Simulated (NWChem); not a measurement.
System: Si2NH7O; SMILES N[SiH2][SiH2]O

NWChem input:

```
start job
memory heap 200 mb stack 900 mb global 1100 mb
geometry units angstroms noautoz
  N     -0.472318     2.408564     0.024803
  Si     0.583869     1.014182    -0.020678
  Si    -0.528495    -1.070910    -0.005460
  O      0.492577    -2.404690    -0.048095
  H     -1.023128     2.614007    -0.801565
  H     -1.030354     2.564319     0.857152
  H      1.487620     1.100943     1.164793
  H      1.415124     1.136698    -1.251377
  H     -1.381888    -1.208768    -1.216768
  H     -1.444795    -1.115722     1.180786
  H      1.150847    -2.455632     0.658684
end
basis spherical
  * library 3-21g
end
dft
  xc b3lyp
  iterations 150
  vectors input atomic output neutral.movecs
end
task dft energy
charge 1
dft
  odft
  mult 2
  vectors input atomic output cation.movecs
end
task dft energy
```

NWChem printed, in part:

```
             Northwest Computational Chemistry Package (NWChem) 7.3.0
             --------------------------------------------------------

 C1  symmetry detected

                             Geometry "geometry" -> ""
                             -------------------------

 Output coordinates in angstroms (scale by  1.889725989 to convert to a.u.)

  No.       Tag          Charge          X              Y              Z
 ---- ---------------- ---------- -------------- -------------- --------------
    1 N                    7.0000    -0.44039004     2.42767085     0.01531471
    2 Si                  14.0000     0.59069114     1.01435887    -0.02103762
    3 Si                  14.0000    -0.55915093    -1.05029933    -0.00542808
    4 O                    8.0000     0.43790027    -2.40237845    -0.03927804
    5 H                    1.0000    -0.98337190     2.64060440    -0.81433133
    6 H                    1.0000    -0.99957683     2.59587147     0.84446328
    7 H                    1.0000     1.49007119     1.08826420     1.16862131
    8 H                    1.0000     1.43000846     1.11830337    -1.24796754
    9 H                    1.0000    -1.40897721    -1.17627552    -1.22053170
   10 H                    1.0000    -1.48188062    -1.07514954     1.17641191
   11 H                    1.0000     1.09169216    -2.46312019     0.67087521

 Effective nuclear repulsion energy (a.u.)     219.1341865827

                                 NWChem DFT Module
                                 -----------------

 Summary of "ao basis" -> "ao basis" (spherical)
 ------------------------------------------------------------------------------
       Tag                 Description            Shells   Functions and Types
 ---------------- ------------------------------  ------  ---------------------
 N                           3-21g                   5        9   3s2p
 Si                          3-21g                   7       13   4s3p
 O                           3-21g                   5        9   3s2p
 H                           3-21g                   2        2   2s

            General Information
            -------------------
          SCF calculation type: DFT
          Wavefunction type:  closed shell.
          No. of atoms     :    11
          No. of electrons :    50
           Alpha electrons :    25
            Beta electrons :    25
          Charge           :     0
          Spin multiplicity:     1
          Use of symmetry is: off; symmetry adaption is: off
          Maximum number of iterations: 150
          AO basis - number of functions:    58
                     number of shells:    38
          Convergence on energy requested:  1.00D-06
          Convergence on density requested:  1.00D-05
          Convergence on gradient requested:  5.00D-04

              XC Information
              --------------
                         B3LYP Method XC Potential
                     Hartree-Fock (Exact) Exchange  0.200
                        Slater Exchange Functional  0.800 local
                    Becke 1988 Exchange Functional  0.720 non-local
              Lee-Yang-Parr Correlation Functional  0.810
                  VWN I RPA Correlation Functional  0.190 local

             Grid Information
             ----------------
          Grid used for XC integration:  medium
          Radial quadrature: Mura-Knowles
          Angular quadrature: Lebedev.
          Tag              B.-S. Rad. Rad. Pts. Rad. Cut. Ang. Pts.
          ---              ---------- --------- --------- ---------
          N                   0.65       49          12.0       434
          Si                  1.10       88          10.0       590
          O                   0.60       49          12.0       434
          H                   0.35       45          12.0       434
          Grid pruning is: on
          Number of quadrature shells:   589
          Spatial weights used:  Erf1

      Superposition of Atomic Density Guess
      -------------------------------------

 Sum of atomic energies:        -706.52187722

      Non-variational initial energy
      ------------------------------

 Total energy =    -707.882376
 1-e energy   =   -1413.627944
 2-e energy   =     486.611381
 HOMO         =      -0.256230
 LUMO         =       0.020286

   convergence    iter        energy       DeltaE   RMS-Dens  Diis-err
 ---------------- ----- ----------------- --------- --------- ---------
 d= 0,ls=0.0,diis     1   -709.3317173656 -9.28D+02  3.08D-02  7.37D-01
 d= 0,ls=0.0,diis     2   -709.2914220252  4.03D-02  1.87D-02  1.26D+00
 d= 0,ls=0.0,diis     3   -709.4170455178 -1.26D-01  3.21D-03  4.71D-02
 d= 0,ls=0.0,diis     4   -709.4204241384 -3.38D-03  1.32D-03  6.73D-03
 d= 0,ls=0.0,diis     5   -709.4211685388 -7.44D-04  3.07D-04  3.24D-04
  Resetting Diis
 d= 0,ls=0.0,diis     6   -709.4212051191 -3.66D-05  6.37D-05  1.07D-05
 d= 0,ls=0.0,diis     7   -709.4212069982 -1.88D-06  1.74D-05  1.80D-07
 d= 0,ls=0.0,diis     8   -709.4212069802  1.80D-08  8.93D-06  4.66D-07

         Total DFT energy =     -709.421206980196
      One electron energy =    -1416.701205733214
           Coulomb energy =      548.075235642322
    Exchange-Corr. energy =      -59.929423471960
 Nuclear repulsion energy =      219.134186582657

 Numeric. integr. density =       49.999989361647

                       DFT Final Molecular Orbital Analysis
                       ------------------------------------

[...]
```

Level: B3LYP/3-21G, vertical spin-unrestricted ions. The geometry was optimised at B3LYP/6-31G* (spherical d). B3LYP is NWChem's, with the RPA form of VWN correlation.
